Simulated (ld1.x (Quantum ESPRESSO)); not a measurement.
## Before and after: PAW potential for lead (Pb)

ld1.x (Quantum ESPRESSO) 7.5 input, shortened:

```
&input
   title='Pb', zed=82., rel=1, dft='PBESOL', iswitch=3,
   config='[Xe] 4f14 5d10 6s1.75 6p2.25'
 /
 &inputp
   pseudotype=3, lpaw=.true., tm=.true., lloc=-1, rcloc=2.70,
   nlcc=.true., new_core_ps=.true., rcore=1.65,
   which_augfun='BESSEL', rmatch_augfun=1.50
 /
6
6S  1  0   1.75   0.00  1.45  1.85  0.0
6S  1  0   0.00   1.55  1.45  1.85  0.0
6P  2  1   2.25   0.00  2.70  2.85  0.0
6P  2  1   0.00   0.40  2.70  2.85  0.0
5D  3  2  10.00   0.00  1.65  1.75  0.0
5D  3  2   0.00   0.90  1.65  1.75  0.0
 &test
   configts(1)='5d10 6s1.75 6p2.25'
 /
```

All-electron outer shells of the reference configuration (PBEsol, scalar-relativistic, ld1.x):

```json
{"shell": "4f", "level (eV)": "-133.41", "outermost node (bohr)": "–", "outermost maximum (bohr)": "0.35"}
{"shell": "5p", "level (eV)": "-86.28", "outermost node (bohr)": "0.49", "outermost maximum (bohr)": "0.88"}
{"shell": "5d", "level (eV)": "-21.60", "outermost node (bohr)": "0.52", "outermost maximum (bohr)": "1.07"}
{"shell": "6s", "level (eV)": "-12.39", "outermost node (bohr)": "1.01", "outermost maximum (bohr)": "1.95"}
{"shell": "6p", "level (eV)": "-3.71", "outermost node (bohr)": "1.18", "outermost maximum (bohr)": "2.63"}
```

Change: wave 5d channel at 0.9 Ry: rcut 1.65, rcutus 1.75 bohr becomes 5d channel at -1.34 Ry: rcut 1.65, rcutus 1.75 bohr.

Cutoffs: the cutoffs (Ry, on a coarse ladder) from which the occupation-weighted sum of valence levels, in a spherical-Bessel basis at the reference potential, stays within 10 and 1 mRy of its value at 400 Ry; they do not see the model core or the augmentation charge, which bear on the density cutoff. Errors are all-electron minus pseudo energies relative to the spin-unpolarised reference configuration.

Problem. Predict the effect on cutoff, ghosts and configuration errors.

Solution. The potential gets neither clearly harder nor softer (40 Ry and 70 Ry → 40 Ry and 70 Ry); of the 7 tests that both files solve, the error grows in 2 and shrinks in 0 by more than 15 % and 0.3 meV (median size 18.4 → 21.9 meV); neither file shows a bound ghost.

```tsv
quantity	base	changed
cutoff, loose	40 Ry	40 Ry
cutoff, tight	70 Ry	70 Ry
bound ghosts	none	none
error for 5d10 6s2 6p2, meV [ΔE -2.16 eV]	+1.2	+1.2
error for 5d10 6s2 6p1, meV [ΔE 4.44 eV]	+5.1	+4.9
error for 5d10 6s2 6p0, meV [ΔE 17.89 eV]	+30	+29
error for 5d10 6s0 6p4, meV [ΔE 15.75 eV]	-0.8	-1.7
error for 5d9 6s2 6p2, meV [ΔE 25.00 eV]	-18	-22
error for 5d9 6s2 6p3, meV [ΔE 17.13 eV]	-24	-26
error for 5d10 6s0 6p0, meV [ΔE 93.08 eV]	-53	-54
s: phases at 3.12 bohr within 0.05 rad from the reference energy up to (Ry; the scan ends near 5)	to the end of the scan	to the end of the scan
p: phases at 3.12 bohr within 0.05 rad from the reference energy up to (Ry; the scan ends near 5)	2.8	2.8
d: phases at 3.12 bohr within 0.05 rad from the reference energy up to (Ry; the scan ends near 5)	to the end of the scan	to the end of the scan
lowest overlap eigenvalue by channel	s 0.73, p 0.54, d 0.29	s 0.73, p 0.54, d 0.99
```
